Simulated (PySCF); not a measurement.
Electron correlation in N (nitrogen, neutral)

[He] 2s2 2p3, high-spin 4S determinant. Computed with PySCF 2.14 in aug-cc-pwCVTZ (7s6p4d2f, 59 functions), with no relativity, point nucleus. Frozen: nothing; 7 electrons correlated.

MP2 pair energies summed by pair of shells (mhartree):

| pair | energy | share (%) |
| --- | --- | --- |
| 2s-2p | -65.06 | 43.8 |
| 1s-1s | -33.76 | 22.8 |
| 2p-2p | -23.92 | 16.1 |
| 2s-2s | -11.54 | 7.8 |
| 1s-2p | -8.87 | 6.0 |
| 1s-2s | -5.24 | 3.5 |

Total MP2 correlation energy: -148.40 mhartree.

Same-spin part -35.85 and opposite-spin part -112.55 mhartree; SCS-MP2 scales them by 1/3 and 6/5 to -147.01 mhartree.
